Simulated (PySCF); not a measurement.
Field gradients at the hydrogen positions

C8H6F (charge +1).
Geometry (GFN2-xTB, Å), atoms numbered from 1 in this order:
```
atom  x, y, z in Å
C1     3.4029    0.4258   -0.8766
C2     2.2979    0.1698   -0.4498
C3     1.0220   -0.0871    0.0014
C4     0.6284   -0.4493    1.2932
C5    -0.7517   -0.4396    1.3806
C6    -1.3415   -0.0642    0.1377
C7    -2.6294    0.2237   -0.1171
C8    -0.2016    0.0078   -0.8695
F9    -0.2311    1.0835   -1.6910
H10    4.3710    0.6432   -1.2365
H11    1.3089   -0.6646    2.0988
H12   -1.3194   -0.6854    2.2631
H13   -2.9594    0.4898   -1.1095
H14   -3.3649    0.2437    0.6715
H15   -0.2365   -0.8890   -1.5180
```

Level: PBE0/pcSseg-1 (PySCF, non-relativistic); Q(2H) = 0.00286 b; rigid geometry, the same for H and D, with no vibrational averaging.

Task: Rank these positions by the coupling χzz of a deuteron there, largest first.
A. H15 (methine hydrogen)
B. H10 (alkyne hydrogen)
C. H11 (hydrogen on carbon)
D. H13 (vinylic hydrogen)

Result: B (246 kHz), C (216 kHz), D (212 kHz), A (175 kHz).

Task: Tabulate Vzz, the asymmetry η and χzz = 234.96 MHz × Q × Vzz for every hydrogen position.

Result: 
```csv
atom,bonded to,bond length (Å),Vzz (au),η,χzz (kHz)
H10,C1,1.055,0.3668,0.04,246
H11,C4,1.076,0.3211,0.05,216
H12,C5,1.078,0.3153,0.01,212
H13,C7,1.079,0.3150,0.00,212
H14,C7,1.079,0.3184,0.01,214
H15,C8,1.107,0.2600,0.07,175
```

Task: How does χzz go with the bond length over the 6 C–H bonds?

Result: A straight-line fit has a slope of -13.8 kHz for each 0.01 Å, with a correlation coefficient of -1.00, over lengths from 1.055 to 1.107 Å. The longer bonds have the smaller couplings here.

Geometry: GFN2-xTB; no solvent, vibrations or thermal averaging. GFN2-xTB bond lengths can be off by several hundredths of an ångström, more for odd bonds, and the gradients follow them. These gradients aren't converged with respect to the basis.
